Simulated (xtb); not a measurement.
C$_{4}$CoO$_{4}$, charge +1, singlet, geometry from GFN2-xTB (such geometries of metal compounds can be far from the true shape) (the multiplicity is a formal guess). Base run: GFN2-xTB run with xtb 6.7.1.

Input for xtb:
```
$ xtb mol.xyz --gfn 2 --chrg 1 --json

# file mol.xyz
9

Co     0.00000000    -0.00000000     0.00000000
O      1.04717025     1.06346998    -2.50588683
C      0.64525194     0.65529561    -1.54409307
O     -1.04717025    -1.06346998     2.50588683
C     -0.64525194    -0.65529561     1.54409307
O      0.13814426    -2.70219901    -1.08905436
C      0.08512260    -1.66505794    -0.67106035
O     -0.13814426     2.70219901     1.08905436
C     -0.08512260     1.66505794     0.67106035
```

Variants of this job, named by their change:

```json
[
 {"change": "base", "ΔE vs base (kJ/mol)": "0.00", "HOMO-LUMO gap (eV)": "1.51", "G_solv (kcal/mol)": "-", "SCF cycles": "10"},
 {"change": "alpb = dmso", "ΔE vs base (kJ/mol)": "-194.6", "HOMO-LUMO gap (eV)": "1.50", "G_solv (kcal/mol)": "-46.67", "SCF cycles": "10"},
 {"change": "acc = 0.0001", "ΔE vs base (kJ/mol)": "0.00", "HOMO-LUMO gap (eV)": "1.51", "G_solv (kcal/mol)": "-", "SCF cycles": "14"},
 {"change": "acc = 30", "ΔE vs base (kJ/mol)": "0.00", "HOMO-LUMO gap (eV)": "1.51", "G_solv (kcal/mol)": "-", "SCF cycles": "9"},
 {"change": "file = coord", "ΔE vs base (kJ/mol)": "0.00", "HOMO-LUMO gap (eV)": "1.51", "G_solv (kcal/mol)": "-", "SCF cycles": "10"},
 {"change": "etemp = 5000", "ΔE vs base (kJ/mol)": "-36.3", "HOMO-LUMO gap (eV)": "1.81", "G_solv (kcal/mol)": "-", "SCF cycles": "11"},
 {"change": "gbsa = water", "ΔE vs base (kJ/mol)": "-189.8", "HOMO-LUMO gap (eV)": "1.48", "G_solv (kcal/mol)": "-45.66", "SCF cycles": "10"},
 {"change": "etemp = 3000", "ΔE vs base (kJ/mol)": "-6.28", "HOMO-LUMO gap (eV)": "1.60", "G_solv (kcal/mol)": "-", "SCF cycles": "11"},
 {"change": "acc = 1000", "ΔE vs base (kJ/mol)": "0.00", "HOMO-LUMO gap (eV)": "1.50", "G_solv (kcal/mol)": "-", "SCF cycles": "7"}
]
```

ALPB and GBSA are two models with their own fitted parameters for each solvent, which aren't always the measured dielectric constant.
